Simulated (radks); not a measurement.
The numbers below are computed, except where a source is named.
Problem. Species: As+. Configuration: [Ar] 3d8 4s1.5 4p4.5 (fractional occupations, a model configuration). Level of theory: Dirac Kohn-Sham, LDA (Slater exchange, Perdew-Wang correlation), spin-unpolarised, spherical densities, finite nucleus; open shells fill j = l - 1/2 first; Fermi nuclear charge, rms radius 4.0968 fm (a radial shooting solver on a logarithmic mesh with Libxc functionals).

Spin-orbit splittings of the eigenvalues, e(l+1/2) - e(l-1/2), with zeta = 2 splitting/(2l+1) and mean radii in bohr:

| shell | occ. | splitting (eV) | zeta (eV) | <r> j=l-1/2 | <r> j=l+1/2 |
|---|---|---|---|---|---|
| 2p | 6 | ? | ? | 0.1748 | 0.1785 |
| 3p | 6 | 5.286 | 3.524 | 0.5965 | 0.6064 |
| 3d | 8 | 0.8226 | 0.3290 | 0.6261 | 0.6297 |
| 4p | 4.5 | 0.4969 | 0.3313 | 1.996 | 2.029 |

Estimate the 2p splitting.

Solution. 36.45 eV (zeta = 24.30 eV).
